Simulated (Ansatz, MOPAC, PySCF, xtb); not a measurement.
Complex: AsH3 (SMILES [AsH3]) (first 4 atoms) with H2Se (SMILES [SeH2]); geometry from B3LYP-D3(BJ)/def2-TZVP.
(charge 0, multiplicity 1):
```xyz
7

As    -0.1887    -0.1176    -0.3551
H     -0.1534    -0.0902    -1.8806
H      1.3100     0.1333    -0.2509
H     -0.5074     1.3694    -0.2698
Se    -0.0350    -0.5231     3.3477
H     -1.4788    -0.5916     3.0855
H     -0.2655    -0.0142     4.7095
```

Counterpoise-corrected where a basis set is named; no monomer relaxation.

The state reached by PM7 isn't checked; PM7 holds dispersion and hydrogen-bond terms.

The values were computed with Ansatz (a quantum-chemistry and plane-wave program) with Gaussian orbitals; MOPAC for PM7 (differences of heats of formation); PySCF for the dispersion terms; xtb for the GFN methods. Values without a source in brackets are computed.

Problem. One of these levels gives -1.49 kcal/mol for the interaction energy. Which?
A) PM7
B) GFN1-xTB
C) BLYP-D4/def2-TZVPPD

Solution. C, BLYP-D4/def2-TZVPPD. The others give -0.40 (PM7), -2.16 (GFN1-xTB)
